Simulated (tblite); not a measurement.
Species: C₆H₈BFO.
SMILES with atom numbers: `[CH3:1][C:2]#[C:3]/[CH:4]=[C:5](\[BH:6][F:7])[O:8][CH3:9]` (hydrogens: H10, H11, H12 on C1; H13 on C4; H14 on B6; H15, H16, H17 on C9)

Computed with GFN2-xTB (tblite), gas phase: L-BFGS steps from a force-field or distance-geometry start until the largest atomic force falls under 0.01 eV/Å.

Step 6: E = -732.3819 eV
```
atom  x, y, z in Å  |  force x, y, z in eV/Å
C1      3.4373   -0.5467    1.4364   -0.002   0.009   0.009
C2      2.1073   -0.1689    1.0029   -0.149   0.038  -0.044
C3      0.9962    0.1259    0.6293    0.038  -0.140  -0.075
C4     -0.2998    0.4878    0.2116   -0.071   0.081   0.007
C5     -1.0426   -0.1853   -0.7068   -0.002   0.038   0.045
B6     -0.4877   -1.4697   -1.3906    0.005  -0.029  -0.034
F7     -1.1917   -2.1331   -2.2810   -0.165   0.047  -0.049
O8     -2.3048    0.1839   -1.1017    0.019  -0.014  -0.012
C9     -2.9620    1.3210   -0.5880    0.037   0.002   0.027
H10     3.4581   -0.7372    2.5086   -0.111   0.026   0.063
H11     4.1565    0.2428    1.2233   -0.049   0.109  -0.051
H12     3.7704   -1.4511    0.9290   -0.104  -0.030  -0.085
H13    -0.7014    1.3776    0.6791    0.032   0.093   0.088
H14     0.5691   -1.9045   -1.1541    0.145  -0.004   0.078
H15    -3.9326    1.3610   -1.0832    0.040  -0.129  -0.079
H16    -3.1426    1.2551    0.4887    0.152  -0.066   0.086
H17    -2.4366    2.2535   -0.8133    0.184  -0.031   0.025
```

Step 7: E = -732.3949 eV
```
atom  x, y, z in Å  |  force x, y, z in eV/Å
C1      3.4301   -0.5436    1.4350   -0.001   0.006  -0.008
C2      2.0980   -0.1665    1.0015   -0.040   0.010  -0.020
C3      0.9878    0.1159    0.6171    0.136  -0.098   0.015
C4     -0.3054    0.4906    0.2121   -0.027   0.055  -0.005
C5     -1.0468   -0.1802   -0.7056    0.134  -0.105   0.010
B6     -0.4899   -1.4615   -1.3871    0.163  -0.184  -0.052
F7     -1.1980   -2.1231   -2.2763   -0.149   0.044  -0.048
O8     -2.3022    0.1788   -1.1041   -0.101   0.105   0.012
C9     -2.9515    1.3170   -0.5854   -0.051   0.032  -0.004
H10     3.4493   -0.7341    2.5094   -0.098   0.034  -0.019
H11     4.1506    0.2484    1.2204   -0.114   0.031  -0.028
H12     3.7607   -1.4500    0.9240   -0.108   0.039  -0.030
H13    -0.6925    1.3799    0.6845   -0.032   0.173   0.123
H14     0.5713   -1.9048   -1.1527    0.000   0.061   0.045
H15    -3.9197    1.3436   -1.0892    0.051  -0.011   0.014
H16    -3.1281    1.2510    0.4950    0.133  -0.072  -0.021
H17    -2.4207    2.2508   -0.8086    0.103  -0.120   0.017
```

Task: Estimate the geometry and energy of step 8. (The exact step hangs on the optimiser's Hessian estimate; all steps are aligned on step 7, rigid shifts and turns removed.)

Result: E = -732.4013 eV, largest force 0.222 eV/Å
```
atom  x, y, z in Å  |  force x, y, z in eV/Å
C1      3.4266   -0.5420    1.4343   -0.021   0.009  -0.019
C2      2.0937   -0.1655    1.0008   -0.008   0.004  -0.013
C3      0.9841    0.1090    0.6103    0.141  -0.043   0.059
C4     -0.3086    0.4931    0.2123    0.026   0.079   0.044
C5     -1.0470   -0.1788   -0.7043    0.098  -0.163  -0.061
B6     -0.4892   -1.4614   -1.3875    0.176  -0.135   0.003
F7     -1.2042   -2.1169   -2.2746   -0.123   0.016  -0.058
O8     -2.3019    0.1776   -1.1052   -0.054   0.084   0.024
C9     -2.9470    1.3157   -0.5837   -0.046   0.013  -0.019
H10     3.4426   -0.7319    2.5100   -0.077   0.034  -0.063
H11     4.1456    0.2526    1.2181   -0.131  -0.014  -0.012
H12     3.7535   -1.4491    0.9204   -0.091   0.067   0.003
H13    -0.6886    1.3847    0.6898   -0.024   0.119   0.086
H14     0.5740   -1.9041   -1.1505   -0.058   0.061   0.011
H15    -3.9127    1.3342   -1.0925    0.037   0.063   0.063
H16    -3.1178    1.2474    0.4983    0.102  -0.062  -0.059
H17    -2.4100    2.2474   -0.8059    0.053  -0.132   0.010
```

The energy changes by -0.0063 eV. The first-order estimate −F·Δx gives -0.0086 eV and the mean of the old and new forces, exact on a quadratic surface, -0.0063 eV. The step makes an angle of 60° with the force vector and moves no atom by more than 0.012 Å.

What follows is the cost of the whole relaxation. On one thread of an Arm Neoverse V2, shared host with 32 logical CPUs at a one-minute load of 33, this took 0.32 s of wall time.
